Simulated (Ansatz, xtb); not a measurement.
**C5H6FP: 3 structures ranked**

3 gas-phase structures of C5H6FP, from a drawn sample of its isomers (lower ones may exist). Each was relaxed with GFN2-xTB; where two conformers were screened, the lower at r2SCAN-D4/def2-SVP is listed:

A. `C#CC/P=C(/C)F`, a singlet
B. `CC1=C(F)PC=C1`, a singlet
C. `FC1=CP1C1CC1`, a singlet

Question: Which do you expect lowest at r2SCAN-D4/def2-SVP, and how would the others follow?

Answer: Calculated order at r2SCAN-D4/def2-SVP: B (0.0), A (41.6), C (49.1) kcal/mol.

Energies above the lowest of each column, in kcal/mol; the last columns are at B3LYP/def2-SVP geometries:

```
structure  GFN2-xTB  HF/STO-3G  r2SCAN-D4/def2-SVP  B3LYP/def2-SVP  CCSD(T)/def2-SVP + ΔMP2/def2-TZVPP
        B       0.0        0.0                 0.0             0.0                                 0.0
        A      42.7       56.3                41.6            37.6                                36.4
        C      49.3       61.3                49.1            50.1                                49.4
```

Every level run on B puts it lowest or level with the lowest. Flexible structures stand in one conformer each, not always the lowest. ΔMP2 is the change of the MP2 energy from the smaller to the larger basis.

Programs: Ansatz 0.2.0, xtb 6.7.1.
